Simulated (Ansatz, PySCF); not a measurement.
H2AlO2 (SMILES [OH][Al][OH]), doublet, geometry from GFN2-xTB (such geometries of metal compounds can be far from the true shape) (the spin is typed, not shown lowest). Base run: PySCF with B3LYP/6-31G**.

Input for PySCF:
```python
from pyscf import gto, scf, dft

mol = gto.M(
    atom='''
Al    0.003538   -0.259453   -0.046329
O     1.198065    0.358643   -1.018353
H     1.869873    0.760158   -1.556063
O    -1.202305   -0.047685    1.073878
H    -1.881945    0.125060    1.714130
''',
    basis='6-31g**',
    charge=0,
    spin=1,
    verbose=3,
)

mf = dft.UKS(mol)
mf.xc = 'b3lyp'
mf.kernel()
```

The same geometry, method and basis name were run in Ansatz (a first-principles code) and PySCF, at each program's defaults and at the settings that a row names. The base is PySCF at its defaults. Differences at the defaults can come from grids, fitting, cores and function types together.

| code and settings | ΔE vs base (mEh) | basis functions | E (Eh) | SCF cycles | dipole (D) |
|---|---|---|---|---|---|
| PySCF, defaults (exact integrals, its default grid, spherical functions) | 0.000 | 56 | -394.11595 | 9 | 1.31 |
| Ansatz, defaults (factorised integrals, its default grid, Cartesian functions) | -4.293 | 59 | -394.12024 | - | - |
| PySCF, density fitting with def2-universal-jkfit | -0.029 | 56 | -394.11598 | 9 | 1.31 |
| PySCF, fine grid | 0.000 | 56 | -394.11595 | 9 | 1.31 |
| Ansatz, high accuracy, Cartesian functions as the basis file defines them | -4.294 | 59 | -394.12024 | - | - |

Open shells are given as the SCF converged; they aren't shown to be the lowest states, and a large step between rows can be another state.
